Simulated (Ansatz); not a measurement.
`[F][Hf]([F])([F])[SH]` + HI → `[F][Hf]([F])([F])[I]` + H₂S at 500 K and 1 bar (ligand exchange at the Hf–S bond).

Gas-phase electronic energies from Ansatz, PBE0-D4/def2-TZVP geometries. CCSD(T)/CBS adds triple-zeta CCSD(T) − MP2 to the extrapolated MP2 energy (def2 sets, frozen cores). This one scheme is used for every species. Elements past krypton have def2 core potentials. For Hf, I outer-core shells are correlated without core-valence functions, which leaves a few kJ/mol of doubt a bond. Each species was taken in one conformer, which may not be the lowest.

```csv
species,CCSD(T)/CBS energy (Eh),H − E (kJ/mol),S (J/(mol·K))
`[F][Hf]([F])([F])[SH]`,-745.95117,83.4,442.0
HI,-298.03592,28.6,221.6
`[F][Hf]([F])([F])[I]`,-645.03670,58.0,421.8
H₂S,-398.97279,57.0,224.0
```

H − E and S are ideal-gas, rigid-rotor, harmonic terms from PBE0-D4/def2-TZVP, for one conformer and one mirror image of each species. 1 Eh = 2625.50 kJ/mol, R = 8.31446 J/(mol·K).

Q: By hand: ΔE, ΔH, ΔS and ΔG.

A: ΔE = (-645.03670) + (-398.97279) − (-745.95117) − (-298.03592) = -0.02240 Eh = -58.8 kJ/mol. Δ(H − E) = 58.0 + 57.0 − 83.4 − 28.6 = 3.0, so ΔH = -55.8 kJ/mol. ΔS = 421.8 + 224.0 − 442.0 − 221.6 = -17.8 J/(mol·K). ΔG = -55.8 − 500 × (-17.8)/1000 = -46.9 kJ/mol.

Q: By hand: the equilibrium constant, and the temperature at which ΔG would vanish if ΔH and ΔS stayed fixed.

A: log₁₀ K = −ΔG/(RT ln 10) = 4.9. ΔG = 0 at ΔH/ΔS = 3135 K, far beyond where these terms or the molecules hold.

ΔH outweighs TΔS. A doubt of 5 kJ/mol in ΔE shifts log₁₀ K by 0.5 here. Other conformers and mirror images would add mixing entropy, several J/(mol·K) or more a flexible species. Modes under 60 cm⁻¹, often nearly free rotors, make the harmonic entropy too high. These are equilibria of isolated gas molecules and say nothing of rates. Largest T1 diagnostic: 0.016 (customary marks: 0.02 for closed shells, 0.045 for open ones).
